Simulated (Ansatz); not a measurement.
Gas-phase electronic energies from Ansatz, PBE0-D4/def2-TZVP geometries. CCSD(T)/CBS adds triple-zeta CCSD(T) − MP2 to the extrapolated MP2 energy (def2 sets, frozen cores). Functionals use def2-TZVPP. Each species was taken in one conformer, which may not be the lowest.

Reaction (redistribution): `N[Si](O)(O)S` + `O[SiH2]O[SiH2]F` → `N[Si](O)(O)F` + `O[SiH2]O[SiH2]S`

| level | ΔE (kJ/mol) |
| --- | --- |
| BLYP-D4 | -12.4 |
| r2SCAN-D4 | -14.8 |
| ωB97X-V | -12.9 |
| revPBE | -9.3 |
| CCSD(T)/def2-TZVPP | -13.5 |
| SCS-MP2/def2-QZVPP | -9.9 |
| MP2/CBS(def2) | -10.8 |
| CCSD/CBS(def2) | -12.6 |

What does CCSD(T)/CBS give? (Best estimate.)

Ansatz gave: -12.8 kJ/mol. The listed levels differ from it by 0.4, -2.0, -0.1, 3.5, -0.7, 2.9, 2.0, 0.2 kJ/mol.

Largest T1 diagnostic among the species: 0.012.

Leaving LDA and LC-ωPBE aside and taking each functional with its dispersion term where it has one, the values, not all of them listed here, spread over 4.9 kJ/mol, from r2SCAN0-D4 to B2PLYP. LDA lies −5.5 kJ/mol from PBE without D4. From BLYP to BHLYP (50 % exact exchange), in def2-TZVPP and without D4, ΔE moves by −3.6 kJ/mol. At CCSD(T), def2-SVP lies −4.0 kJ/mol from the extrapolated value and def2-TZVPP −0.7 kJ/mol.

CCSD(T)/CBS has its own doubt, a few kJ/mol and more with outer-core shells, so smaller differences from it don't rank the levels.
